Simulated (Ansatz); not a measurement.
C₄H₂F₄ (`F/C=C(/F)C=C(F)F`). The species carries charge 0 and has multiplicity 1.

```xyz
10

F     1.292    2.152    0.193
C     1.557    0.976   -0.382
C     0.672   -0.017   -0.332
F     1.008   -1.166   -0.930
C    -0.612    0.044    0.312
C    -1.505   -0.935    0.373
F    -2.662   -0.810    0.979
F    -1.389   -2.131   -0.135
H     2.518    0.912   -0.871
H    -0.879    0.975    0.793
```

Problem. Give the diagnostics of a CCSD(T)/def2-TZVPP run (frozen core, Ansatz 0.2.0). (Estimate.)

Solution. The calculation gave: T1 = 0.0129, largest single amplitude 0.026, largest double 0.099, (T) share of the correlation energy 3.7 %, 11 CCSD cycles. The RHF solution is unstable towards an unrestricted one. T1 lies under the customary mark of 0.02 for closed shells.
